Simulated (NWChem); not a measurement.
SnH$_{2}$S, singlet; SMILES [SH][SnH]

Computed with NWChem. Low-valent species are run as closed-shell singlets; no triplet was tried in these runs. def2 effective core potentials on Sn; no spin-orbit coupling. Each level has its own optimisation; frequencies are unscaled.

| level | r H–Sn (Å) | r S–Sn (Å) | r H–S (Å) | highest harmonic frequency (cm⁻¹) | lowest (cm⁻¹) | zero-point energy (kcal/mol) |
|---|---|---|---|---|---|---|
| B3LYP/3-21G (all-electron, non-relativistic) | 1.812 | 2.530 | 1.376 | 2462 | 318 | 8.8 |
| BLYP/def2-SVP (core potentials) | 1.809 | 2.492 | 1.366 | 2565 | 317 | 8.8 |
| PBE0/def2-SVP (core potentials) | 1.778 | 2.438 | 1.352 | 2707 | 348 | 9.3 |
